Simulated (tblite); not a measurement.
C6H12FNSi.
Atom-mapped SMILES: `[NH2:1][CH2:2][C@@:3]12[CH2:4][CH2:5][C@:6]1([SiH2:7][F:8])[CH2:9]2` (hydrogens: H10, H11 on N1; H12, H13 on C2; H14, H15 on C4; H16, H17 on C5; H18, H19 on Si7; H20, H21 on C9)

Structure used (GFN2-xTB), in Å, numbered top down from 1:
```xyz
21
C6H12FNSi angstrom
N      1.198    1.359    1.149
C      1.653    0.071    0.639
C      0.652   -0.421   -0.370
C      0.258   -1.876   -0.599
C     -1.220   -1.447   -0.656
C     -0.806    0.006   -0.395
Si    -1.537    1.197    0.841
F     -3.147    1.067    0.644
C      0.142    0.414   -1.493
H      1.397    2.096    0.484
H      1.652    1.593    2.022
H      2.665    0.113    0.204
H      1.678   -0.634    1.475
H      0.664   -2.333   -1.502
H      0.481   -2.515    0.253
H     -1.726   -1.610   -1.608
H     -1.824   -1.872    0.142
H     -1.371    0.786    2.226
H     -1.290    2.596    0.528
H      0.034   -0.024   -2.476
H      0.439    1.452   -1.510
```

All values are computed: GFN2-xTB (tblite) harmonic vibrations without scaling, gas phase. Against measured fundamentals such values can be off by several per cent, at times by over 20. Modes of hydrogen on silicon can be 10 to 20 % off. One conformer, not necessarily the lowest.

Harmonic wavenumbers (cm⁻¹): 78.2, 90.6, 131.5, 160.0, 174.0, 248.4, 264.6, 301.8, 348.6, 408.7, 472.0, 521.9, 542.2, 664.8, 682.6, 739.8, 765.0, 769.1, 774.7, 808.7, 881.5, 911.7, 926.0, 958.9, 967.3, 1016.3, 1034.7, 1060.1, 1080.9, 1089.6, 1107.9, 1167.5, 1177.0, 1214.4, 1225.3, 1249.3, 1255.0, 1290.0, 1355.8, 1409.5, 1471.6, 1476.7, 1479.2, 1500.4, 1551.9, 2313.2, 2323.4, 2822.4, 2958.0, 2967.3, 2984.6, 3009.7, 3025.0, 3057.5, 3094.9, 3414.3, 3441.7.

A = 1887, B = 1226, C = 883.7 MHz; mass 145.072 u (most abundant isotopes); point group C1, symmetry number 1.

What is the zero-point energy?

½Σν̃ = 37109 cm⁻¹ = 443.92 kJ/mol.

What is S at 400 K and 1 bar for an ideal gas of classical rigid rotors and harmonic oscillators?

Translation 177.04, rotation 126.85, vibration 162.61: S = 466.5 J/(mol K).

And Cp and H(400 K) − H(0)?

Cp = 220.82 J/(mol K), of which vibrations give 187.56 (their classical limit is 57 R = 473.9); H(400 K) − H(0) = 49.26 kJ/mol without the zero-point energy, 35.96 from vibrations.

Which modes carry the vibrational entropy at 400 K?

78.2 cm⁻¹: 18.89; 90.6 cm⁻¹: 17.67; 131.5 cm⁻¹: 14.62; 160.0 cm⁻¹: 13.02; 174.0 cm⁻¹: 12.35; 248.4 cm⁻¹: 9.52 J/(mol K); the other 51 give 76.54 together.

How do the functions run with temperature in this model?

```tsv
T (K)	S (J/(mol K))	Cp (J/(mol K))	H − H(0) (kJ/mol)	G − H(0) (kJ/mol)	ln q(vib)
50	242.1	50.4	1.93	-10.17	0.23
100	285.2	76.0	5.12	-23.40	1.14
298.15	409.2	170.8	29.26	-92.73	6.03
373.15	451.6	208.3	43.50	-125.01	8.02
500	520.4	262.4	73.49	-186.71	11.47
750	641.9	335.8	149.01	-332.39	18.24
1000	745.3	382.5	239.21	-506.14	24.66
```

q(vib) and H(0) count from the zero-point level.

Hindered rotation and anharmonicity are outside this model. Other conformers, if any are populated, would add a mixing term that is left out. The structure is chiral; the term R ln 2 for an equal mix with its mirror image is left out.

Time: 1.6 s wall. Hardware: Arm Neoverse N1, one thread (shared host). The figure is for the frequency step alone.
